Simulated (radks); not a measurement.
These are the eigenvalues of the occupied orbitals of an atom or ion with whole-number occupations (hartree). Method: Dirac Kohn-Sham, BLYP, spin-unpolarised, spherical densities, finite nucleus; Fermi nuclear charge, rms radius of each element as measured or else 0.836 A^(1/3) + 0.57 fm; computed with a radial shooting solver on a logarithmic mesh with Libxc functionals.

orbital  eigenvalue
1s1/2     -2657.905
2s1/2     -484.5017
2p1/2     -464.9296
2p3/2     -412.0298
3s1/2     -134.5232
3p1/2     -125.7917
3p3/2     -114.2546
3d3/2     -99.56816
3d5/2     -97.06724
4s1/2     -49.08440
4p1/2     -45.38602
4p3/2     -42.34572
4d3/2     -36.24457
4d5/2     -35.63590
4f5/2     -28.01094

Which element is it, and in what charge state? The configuration may be excited. Open shells, if any, fill j = l - 1/2 first.

Answer. Z = 75, rhenium, charge +25: Re25+ in [Kr] 4d10 4f4. The list shows which subshells hold electrons but not how many an open one holds; the 1s level, -2657.9 hartree, gives Z - s = 72.9 by -(Z - s)^2/2, which with screening and relativity narrows Z to a few neighbours, and the depths of the outer levels then fix element, charge and occupations together.
